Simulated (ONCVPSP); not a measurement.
**palladium: one change to an ONCV potential, before and after**

palladium (Pd), optimised norm-conserving Vanderbilt (ONCV), made with ONCVPSP 4.0.1 (PW91, scalar-relativistic). Core [Ar] 3d10 4s2, reference 4p6 4d9 5s1. Waves: 5s: rc 2.75 bohr, ncon 5, nbas 9, qcut 2.8 1/bohr, 2 projectors, debl 3.5 Ha; 4p: rc 1.00 bohr, ncon 3, nbas 7, qcut 7.2 1/bohr, 3 projectors, debl 1 Ha; 4d: rc 1.65 bohr, ncon 4, nbas 9, qcut 9.5 1/bohr, 3 projectors, debl 1.3 Ha. Local part: polynomial inside 0.80 bohr (lpopt 3, dvloc0 6 Ha). Core correction: Teter function, fcfact 5.75, rcfact 1.55.

In the p channel the program set the typed energies aside and used -2.004, 0.250, 1.250 Ha.

All-electron outer shells of the reference configuration (PW91, scalar-relativistic, ld1.x):

| shell | level (eV) | outermost node (bohr) | outermost maximum (bohr) |
| --- | --- | --- | --- |
| 4s | -88.78 | 0.45 | 0.85 |
| 4p | -54.53 | 0.46 | 0.91 |
| 4d | -6.75 | 0.45 | 1.09 |
| 5s | -4.41 | 1.15 | 2.58 |

Change: s: qcut 1.7; p: qcut 4.3; d: qcut 5.7.

Cutoffs: the cutoffs (Ha) at which the residual kinetic energy of the hardest occupied pseudo-wave falls to 1 and 0.1 mHa per electron; they do not see the model core or the augmentation charge, which bear on the density cutoff. Errors are all-electron minus pseudo energies relative to the spin-unpolarised reference configuration.

Q: Predict the effect on cutoff, ghosts and configuration errors.

A: The potential gets neither clearly harder nor softer (141 Ha and 226 Ha → 144 Ha and 230 Ha); both files keep a bound ghost (p, s); of the 3 tests that both files solve, the error grows in 0 and shrinks in 2 by more than 15 % and 0.3 meV (median size 10.6 → 3.3 meV).

```tsv
quantity	base	changed
cutoff, loose	141 Ha	144 Ha
cutoff, tight	226 Ha	230 Ha
loose cutoff by channel	s 3.7 Ha, p 141 Ha, d 29 Ha	s 20 Ha, p 144 Ha, d 93 Ha
bound ghosts	s, p	s, p
GHOST(+) flags under 300 eV	s at 126.2 eV	s at 129.5 eV
tests with a reliable result	3 of 4	3 of 4
error for 4p6 4d10 5s0, meV [ΔE -1.50 eV]	-20	+3.2
error for 4p6 4d9 5s0, meV [ΔE 7.68 eV]	-11	-3.3
error for 4p6 4d8 5s0, meV [ΔE 28.58 eV]	+10	-10
s: phases at 2.79 bohr within 0.05 rad from the reference energy up to (Ha; the scan ends near 5)	n/a	n/a
p: phases at 1.01 bohr within 0.05 rad from the reference energy up to (Ha; the scan ends near 5)	to the end of the scan	to the end of the scan
d: phases at 1.68 bohr within 0.05 rad from the reference energy up to (Ha; the scan ends near 5)	to the end of the scan	to the end of the scan
rms error of d²Exc/dni dnj with the model core, mHa	0.79	0.96
```

 A true bound ghost makes a file unfit for plane-wave use even where its test errors are small: the radial tests pick states by their node count and pass the ghost by.
